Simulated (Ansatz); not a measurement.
`[F][Al]([SiH3])[Cl]` + `CN[SiH](Cl)OC` → `C[NH][Al]([F])[Cl]` + `CO[SiH]([SiH3])Cl`  (redistribution)

Computed with Ansatz on PBE0-D4/def2-TZVP structures; ΔE is electronic, products minus reactants. CCSD(T)/CBS adds triple-zeta CCSD(T) − MP2 to the extrapolated MP2 energy (def2 sets, frozen cores). Functionals use def2-TZVPP. Each species was taken in one conformer, which may not be the lowest.

`[F][Al]([SiH3])[Cl]`:

```xyz
7

F    -1.951   -0.021    1.719
Al   -0.411   -0.319    1.222
Si    0.274    0.291   -1.030
Cl    0.862   -1.224    2.608
H     0.115    1.758   -1.224
H    -0.583   -0.409   -2.025
H     1.694   -0.077   -1.269
```

`CN[SiH](Cl)OC`:

```xyz
14

C    -0.135    1.136    2.352
N    -0.580    0.395    1.191
Si    0.385    0.089   -0.159
Cl    1.869   -1.333    0.143
O    -0.611   -0.475   -1.314
C    -0.233   -1.113   -2.513
H     0.660    1.827    2.062
H    -0.948    1.736    2.768
H     0.263    0.493    3.146
H    -1.362   -0.218    1.361
H     1.127    1.314   -0.527
H     0.261   -0.412   -3.193
H     0.441   -1.953   -2.322
H    -1.138   -1.487   -2.994
```

`C[NH][Al]([F])[Cl]`:

Cartesian coordinates in Å:
```
C -0.213 0.306 1.280
N -0.529 0.043 -0.110
Al 0.566 -0.378 -1.406
F 2.173 -0.514 -1.100
Cl -0.136 -0.712 -3.336
H -0.715 -0.395 1.956
H 0.861 0.203 1.444
H -0.493 1.322 1.580
H -1.515 0.125 -0.307
```

`CO[SiH]([SiH3])Cl`:

```xyz
12

C    -1.972    0.672   -0.960
O    -0.931   -0.134   -0.444
Si    0.475    0.452    0.142
Si    1.778   -1.369    0.799
Cl    0.124    1.654    1.791
H    -2.471    1.223   -0.157
H    -2.697    0.017   -1.444
H    -1.594    1.387   -1.698
H     1.108    1.355   -0.857
H     1.058   -2.143    1.843
H     3.063   -0.867    1.352
H     2.059   -2.246   -0.368
```

```json
{"level": "PBE-D4", "ΔE (kJ/mol)": "-3.3"}
{"level": "PBE0-D4", "ΔE (kJ/mol)": "-1.5"}
{"level": "HF/def2-TZVPP", "ΔE (kJ/mol)": "-2.0"}
{"level": "MP2/CBS(def2)", "ΔE (kJ/mol)": "-6.1"}
```

Problem. What does CCSD(T)/CBS give? (Best estimate.)

Solution. Computed: -4.2 kJ/mol. The listed levels differ from it by 0.9, 2.7, 2.2, -1.9 kJ/mol.

Largest T1 diagnostic among the species: 0.012.
